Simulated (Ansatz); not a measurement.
System: C$_{2}$H$_{6}$Be, charge 0, singlet. C2H6Be (SMILES [CH3][Be][CH3]).
B3LYP-D3(BJ)/def2-TZVP minimum from Ansatz (an electronic-structure program):
```
Be
C 1 1.6803
H 2 1.0952 1 112.05
H 2 1.0952 3 106.77 1 -123.03
H 2 1.0952 3 106.77 4 -113.93
C 1 1.6803 5 154.11 2 180.00
H 6 1.0952 1 112.05 5 60.00
H 6 1.0952 7 106.77 1 123.03
H 6 1.0952 7 106.77 8 113.93
```

Total energies in def2-SVP, 16 correlated electrons, 3 frozen orbitals. Open shells are spin-unrestricted; no spin-orbit coupling. Correlated methods leave the cores frozen. No relativity.

```
method    program  energy (Eh)  minus CCSDT(Q) (mEh)
--------  -------  -----------  --------------------
HF         Ansatz    -93.79677                376.13
MP2        Ansatz    -94.12339                 49.51
CCSD       Ansatz    -94.16268                 10.22
CCSD(T)    Ansatz    -94.17162                  1.28
CCSDT(Q)   Ansatz    -94.17290                  0.00
```

Rough core times of Ansatz's runs on a shared machine: CCSD(T) under 20 s, CCSDT(Q) 90 s.
